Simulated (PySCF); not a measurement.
A small calculation by hand: oscillator strength and radiative lifetime

Ir(acac)(CO)2 (C7H7IrO4), SMILES CC1=CC(C)=[O]->[Ir](<-[C-]#[O+])(<-[C-]#[O+])[O]1, multiplicity 1.

Coordinates come from a PBE0-D3(BJ)/def2-SVP optimisation. The multiplicity is an assumed one; other spin states were not compared. The isomer is the one that the SMILES or the coordinates give; other isomers of the formula were not compared. The def2 effective core potentials stand for the cores of Ir; spin–orbit coupling is left out. One conformer was computed; it need not be the lowest.

TDA-ωB97X/def2-SVP run with PySCF 2.14.0 puts the first singlet state with f over 0.02 at 4.20 eV (vertical), with the transition dipole (0.000, -0.821, 0.000) in atomic units.

Question: Find the oscillator strength, the wavelength and the radiative lifetime that this transition would have in vacuum if emission retraced absorption.

Answer: 
|μ|² = 0.6740 au, so |μ| = 2.09 D. ΔE = 4.20/27.211 = 0.1543 hartree. f = (2/3) ΔE |μ|² = 0.069 (the program prints 0.069).
λ = 1239.84/4.20 = 295 nm; ν = 33875 cm⁻¹.
Einstein's coefficient A = 0.6670 ν² f s⁻¹ (ν in cm⁻¹) = 5.3e7 s⁻¹, so τ = 1/A = 19 ns. This state is S1. The figure is the radiative limit of this one transition; relaxation, internal conversion, crossing to triplets and a medium change what is measured.
